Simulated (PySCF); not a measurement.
# Zinc: a sound run and one with changed settings

Sound run: Zn⁺ [Ar] 3d10 4s1, Zn²⁺ [Ar] 3d10. Calculation: PySCF 2.14, in aug-cc-pVDZ-DK; the spin-free X2C one-electron Hamiltonian (Gaussian nucleus). In the sound run the correlated levels freeze [Ar]. The sound run starts from symmetry-adapted Hartree-Fock orbitals and uses a fine grid where one is needed.

Changed run: the non-relativistic Hamiltonian (point nucleus). This setting is unsound on purpose.

| species | method | sound run (hartree) | changed run (hartree) | converged |
| --- | --- | --- | --- | --- |
| Zn⁺ | UHF | -1793.98041 | -1768.37866 | yes |
| Zn⁺ | TPSS | -1795.57969 | -1769.98210 | yes |
| Zn⁺ | r2SCAN | -1795.54297 | -1769.94521 | yes |
| Zn⁺ | MP2 | -1794.39840 | -1768.79125 | yes |
| Zn²⁺ | UHF | -1793.36104 | -1767.77370 | yes |
| Zn²⁺ | TPSS | -1794.90312 | -1769.32448 | yes |
| Zn²⁺ | r2SCAN | -1794.86209 | -1769.28281 | yes |
| Zn²⁺ | MP2 | -1793.74337 | -1768.15302 | yes |

Ionisation energy of Zn⁺:

```
 method  sound run (eV)  changed run (eV)
    UHF          16.854            16.462
   TPSS          18.411            17.895
 r2SCAN          18.528            18.025
    MP2          17.824            17.367
SCS-MP2          17.674            17.225
```

Most of the change in total energy is the relativistic energy itself. On top of that the contraction fixes the core shape for the Hamiltonian it was made with, so the changed run is not a good calculation with the other Hamiltonian either.

For comparison, NIST gives 17.964 eV between the lowest levels.
